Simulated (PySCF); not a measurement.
Peak assignment

Bonds (- single, = double, # triple, : aromatic): C1#C2 1.199 Å, C2-C3 1.432 Å, C3-C4 1.508 Å, C4=C5 1.308 Å, C5-C6 1.419 Å, C6=C7 1.331 Å, C5-C3 1.513 Å. C1 carries H8; C3 carries H9; C4 carries H10; C6 carries H11; C7 carries H12, H13. Stereochemistry as in C#C[C@@H]1C=C1C=C. H12 is cis to C5; H13 is trans to C5.

[PySCF 2.14.0 with density-fitted response routines: coordinates at the GFN2-xTB level; PBE0/pcSseg-1 with gauge-including orbitals; gas phase; one conformer; no relativistic terms]

Referencing at the same level of theory: TMS for 13C (σ = 186.93 ppm) and 1H (σ = 31.72 ppm).

Question: Assign these signals to the numbered atoms. 13C{1H} NMR (computed): δ 135.4, 129.3, 125.9, 114.2, 93.3, 66.8, 8.5.

Answer: 
```tsv
δ (ppm)	atoms	environment	reason
135.4	C7	terminal =CH2 carbon	the olefinic region
129.3	C6	alkene CH	as expected for a trigonal carbon in a double bond
125.9	C5	fully substituted alkene carbon	an sp2 carbon of a C=C bond
114.2	C4	alkene CH	as expected for a trigonal carbon in a double bond
93.3	C2	alkyne carbon	the triple bond shields along its axis, which puts it between sp3 and sp2 carbons
66.8	C1	terminal alkyne carbon	the triple bond shields along its axis, which puts it between sp3 and sp2 carbons
8.5	C3	three-membered-ring carbon	carbons of three-membered rings are unusually shielded
```

Question: Assign these signals to the numbered atoms. 1H NMR (500 MHz, computed): δ 7.03 (d, 1H), 6.96 (m, 1H), 6.19 (m, 1H), 6.18 (m, 1H), 2.20 (m, 1H), 0.97 (d, 1H).

Answer: 
7.03 → H10, hydrogen on an alkene CH: olefinic region
6.96 → H11, hydrogen on an alkene CH
6.19 → H13, hydrogen on a terminal =CH2 carbon: a vinylic proton, deshielded by the sp2 carbon and the C=C anisotropy
6.18 → H12, hydrogen on a terminal =CH2 carbon
2.20 → H9, hydrogen on a three-membered-ring carbon
0.97 → H8, hydrogen on a terminal alkyne carbon: it lies on the axis of the triple bond, in its shielding cone

H10 and H11; H13 and H12 lie closer than the usual error of such a calculation, so a measured spectrum could show them in the other order.

Shifts are as computed. Against solution values, carbons near 30 ppm lie about +3 ppm off and those near 130 ppm about +5 ppm. Of 1309 compounds with measured shifts, 239 miss one by over three times the rms of a fit or turn the order of signals round; such compounds aren't used in these exercises. Multiplicities follow the n + 1 count of equivalent neighbours, as no J values were calculated; m marks all less simple cases, F and P coupling included.
